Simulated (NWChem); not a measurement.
Species: TiF3, doublet; SMILES [F][Ti]([F])[F]

All runs: NWChem. Pople sets run with spherical d functions. Spin-unrestricted. In the optimisation the excess spin sits in a' (C3h, its own frame). Structure relaxed at the PBE-D3(BJ)/def2-SVP, spin-unrestricted level. No stability test was run on the SCF state. Total energies compare along this basis series because the functional is fixed.

| level | basis functions | energy (Ha) | highest occupied level (eV) | lowest empty minus highest occupied level, either spin (eV) |
|---|---|---|---|---|
| PBE0/STO-3G | 33 | -1135.7591 | -2.31 | 4.42 |
| PBE0/3-21G | 54 | -1142.9378 | ? | ? |
| PBE0/6-31G* | 76 | -1148.6352 | -6.68 | 4.76 |
| PBE0/def2-TZVPD | 168 | -1148.8570 | -7.19 | 4.72 |

Question: What belongs in the gaps?

Answer: 
- PBE0/3-21G, highest occupied level (eV): -6.27
- PBE0/3-21G, lowest empty minus highest occupied level, either spin (eV): 4.57
